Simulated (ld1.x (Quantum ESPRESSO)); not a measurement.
Cr (Z = 24), PAW: configuration errors across variants

chromium (Cr), PAW, made with ld1.x (Quantum ESPRESSO) 7.5 (PBE, scalar-relativistic). Core [Ar], reference 3d5 4s1 4p0. Waves: 4s (bound): rcut 2.30, rcutus 2.95 bohr; 4s channel at 0.5 Ry: rcut 2.30, rcutus 2.95 bohr; 4p (bound, empty): rcut 3.20, rcutus 3.55 bohr; 4p channel at 1 Ry: rcut 3.20, rcutus 3.55 bohr; 3d (bound): rcut 1.40, rcutus 1.95 bohr; 3d channel at 1.55 Ry: rcut 1.40, rcutus 1.95 bohr. Local part: all-electron potential smoothed inside 3.20 bohr (lloc = -1). Core correction: Bessel-smoothed model core inside 1.00 bohr. Augmentation charge: PSQ, inside the norm-conserving radii.

All-electron excitation energies from the reference (eV): (1) 3d5 4s0 4p0 6.901; (2) 3d4 4s0 4p0 22.953; (3) 3d3 4s0 4p0 53.702; (4) 3d5 4s0.5 4p0 2.707; (5) 3d2 4s0 4p0 102.062; (6) 3d5.5 4s0.5 4p0 0.726.

Tests that are not counted but printed errors over 1 eV. “base”: 3d6 4s0 4p0 (solver errors, printed error -274 eV). “local potential all-electron potential smoothed inside 3.26 bohr (lloc = -1)”: 3d6 4s0 4p0 (solver errors, printed error -274 eV). “local potential all-electron potential smoothed inside 3.46 bohr (lloc = -1)”: 3d6 4s0 4p0 (solver errors, printed error -274 eV). “local potential all-electron potential smoothed inside 3.78 bohr (lloc = -1)”: 3d2 4s0 4p0 (solver errors, printed error -51.6 eV); 3d6 4s0 4p0 (solver errors, printed error -274 eV). “local potential all-electron potential smoothed inside 4.16 bohr (lloc = -1)”: 3d6 4s0 4p0 (solver errors, printed error -273 eV); 3d2 4s0 4p0 (solver errors, printed error -31.3 eV); 1 more.

1 further variants failed, have other tests or too few solved ones, and are left out.

A true bound ghost makes a file unfit for plane-wave use even where its test errors are small: the radial tests pick states by their node count and pass the ghost by.

Errors AE − PS in meV (a dash: test not solved or not reliable):

```csv
change,(1),(2),(3),(4),(5),(6),bound ghosts
base,-8.5,-99,-917,-2.3,-3352,-8.6,none
local potential all-electron potential smoothed inside 1.64 bohr (lloc = -1),-7.9,-98,-921,-2.9,-3362,-9.8,s
local potential all-electron potential smoothed inside 2.22 bohr (lloc = -1),-7.8,-99,-916,-2.1,-3337,-8.6,none
local potential all-electron potential smoothed inside 2.66 bohr (lloc = -1),-7.9,-99,-914,-2.1,-3335,-8.6,none
local potential all-electron potential smoothed inside 2.82 bohr (lloc = -1),-8.1,-99,-915,-2.2,-3339,-8.6,none
local potential all-electron potential smoothed inside 3.26 bohr (lloc = -1),-8.5,-99,-917,-2.3,-3352,-8.6,none
local potential all-electron potential smoothed inside 3.46 bohr (lloc = -1),-8.8,-99,-918,-2.3,-3362,-8.6,none
local potential all-electron potential smoothed inside 3.78 bohr (lloc = -1),-9.1,-99,-920,-2.4,–,-8.6,none
local potential all-electron potential smoothed inside 4.16 bohr (lloc = -1),-9.5,-99,–,-2.5,–,-8.7,none
```

Q: Give the same row for: local potential all-electron potential smoothed inside 2.02 bohr (lloc = -1).

A: -7.8, -99, -917, -2.1, -3341, -8.6; bound ghosts: none.
